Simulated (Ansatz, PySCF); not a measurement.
C3H10BeOSi (SMILES C[CH](C)[Be][O][SiH3]), singlet, at a GFN2-xTB geometry (such geometries of metal compounds can be far from the true shape), with bond 16-13 at 1.8 times its length. Base run: CASSCF(4,5)/STO-3G (PySCF).

PySCF was given this input:
```python
from pyscf import gto, scf, mcscf
import numpy

mol = gto.M(
    atom='''
Be    0.05280548    0.14663314    0.24738075
C    -0.74280178   -0.30856129    1.73491536
C    -0.40636433   -1.74412887    2.17483384
C    -2.27419218   -0.18188582    1.65522002
H    -0.45000306    0.32373386    2.58337478
H    -0.91652990   -1.98726536    3.10925026
H    -0.72094313   -2.46772090    1.42607716
H     0.66285000   -1.86502379    2.33241868
H    -2.57154529    0.84058940    1.43433684
H    -2.73168640   -0.47077164    2.60378648
H    -2.68138880   -0.82666408    0.87956229
O     0.67857704    0.49198690   -0.95746147
Si    1.39728131    0.88438057   -2.35346809
H     0.47748751    0.49187429   -3.42173896
H     2.65285246    0.13446517   -2.40167112
H     1.79327832    3.48736514   -2.28690665
''',
    basis='sto-3g',
    verbose=4,
)

mf = scf.RHF(mol)
mf.kernel()
mc = mcscf.CASSCF(mf, 5, 4)
mc.fix_spin_(ss=0.0)
mc.kernel()
occ = numpy.linalg.eigvalsh(mc.fcisolver.make_rdm1(mc.ci, mc.ncas, mc.nelecas))[::-1]
ss = mc.fcisolver.spin_square(mc.ci, mc.ncas, mc.nelecas)[0]
print('natural occupations', occ.round(4), ' <S^2>', round(ss, 4))
```

Programs used: Ansatz (a quantum-chemistry and plane-wave program), PySCF; a row that names a program was run with it.

Each row names what was changed in the base input (with any setting that the change needs).

```csv
change,ΔE vs base (mEh),natural occupations,<S^2> of the state,outcome
base,0.000,1.98 1.57 0.43 0.02 0.00,0.00,converged
code = ansatz,-3.190,-,-,converged
"active space = 4 electrons, 3 orbitals",13.385,2.00 1.57 0.43,0.00,converged
state_average = 2 states,9.825,-,-,converged
orbitals = fixed (CASCI),21.905,2.00 1.60 0.40 0.00 0.00,0.00,converged
"active space = 6 electrons, 7 orbitals",-,-,-,not converged
start = MP2 natural orbitals,-,-,-,not converged
"active space = 6 electrons, 8 orbitals",-,-,-,not converged
"active space = 6 electrons, 6 orbitals",-15.096,1.97 1.97 1.57 0.43 0.03 0.03,0.00,converged
orbitals = fixed (CASCI); correction = SC-NEVPT2,-252.3,2.00 1.60 0.40 0.00 0.00,0.00,converged
"code = ansatz; correction = SC-NEVPT2, all electrons",-261.5,-,-,converged
```

Active orbitals are taken around the Fermi level unless the row says otherwise; CASSCF can end in different local minima, and two programs can end on different orbitals. State-averaged rows give the lowest state.
